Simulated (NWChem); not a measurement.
Molecule: HfNH5; SMILES [NH2][HfH3]

All runs: NWChem. def2 effective core potentials on Hf; no spin-orbit coupling. Each level has its own optimisation; frequencies are unscaled.

For level PBE/def2-SVP:

* **lowest (cm⁻¹)**: 32

**Question.** What are these values for level LDA (Slater exchange, VWN5)/def2-SVP?

**Answer.** 
| Quantity | Result |
|---|---|
| lowest (cm⁻¹) | 49 |
